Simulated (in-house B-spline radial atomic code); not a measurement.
The outermost shell (largest non-relativistic mean radius) with and without relativity; Dirac values are averaged over j. Computed with a B-spline radial code for spherical atoms: non-relativistic Hartree-Fock and Dirac-Hartree-Fock, averages of the configuration (point nuclei without relativity, finite nuclei with it).

```
ion      configuration  outermost shell  radius non-relativistic (bohr)  radius Dirac (bohr)  radius change (%)  level non-relativistic (eV)  level Dirac (eV)
 Eu       [Xe] 4f7 6s2               6s                          4.8336                4.588            -5.0812                       -4.663           -4.9262
 Gd   [Xe] 4f7 5d1 6s2                ?                               ?                    ?                  ?                            ?                 ?
 Tb       [Xe] 4f9 6s2               6s                          4.7417               4.4791             -5.539                       -4.753           -5.0473
 Dy      [Xe] 4f10 6s2               6s                          4.6984                4.427            -5.7761                       -4.797           -5.1073
 Ho      [Xe] 4f11 6s2               6s                          4.6567               4.3763            -6.0201                       -4.840           -5.1672
 Er      [Xe] 4f12 6s2                ?                               ?                    ?                  ?                            ?                 ?
 Tm      [Xe] 4f13 6s2               6s                          4.5774               4.2785            -6.5297                       -4.924           -5.2872
 Yb      [Xe] 4f14 6s2                ?                               ?                    ?                  ?                            ?                 ?
 Lu  [Xe] 4f14 5d1 6s2               6s                          4.2588               3.9025            -8.3656                       -5.411           -6.0544
 Hf  [Xe] 4f14 5d2 6s2               6s                          4.0684               3.6939            -9.2054                       -5.725           -6.5223
 Ta  [Xe] 4f14 5d3 6s2               6s                          3.9203               3.5307            -9.9359                       -5.979           -6.9118
  W  [Xe] 4f14 5d4 6s2               6s                          3.7981               3.3946            -10.624                       -6.196           -7.2568
 Re  [Xe] 4f14 5d5 6s2               6s                          3.6942                3.277            -11.292                       -6.386           -7.5724
```

(1) Fill in the row of Gd.

(2) Fill in the row of Er.

(3) Fill in the row of Yb.

(4) Which member changes most?

## Answers

(1) outermost shell: 6s; radius non-relativistic (bohr): 4.554; radius Dirac (bohr): 4.276; radius change (%): -6.1046; level non-relativistic (eV): -5.033; level Dirac (eV): -5.4374.

(2) outermost shell: 6s; radius non-relativistic (bohr): 4.6164; radius Dirac (bohr): 4.3269; radius change (%): -6.2709; level non-relativistic (eV): -4.882; level Dirac (eV): -5.2272.

(3) outermost shell: 6s; radius non-relativistic (bohr): 4.5396; radius Dirac (bohr): 4.2311; radius change (%): -6.7947; level non-relativistic (eV): -4.965; level Dirac (eV): -5.3474.

(4) Rhenium (Re): its 6s shell contracts by 11.3 %.
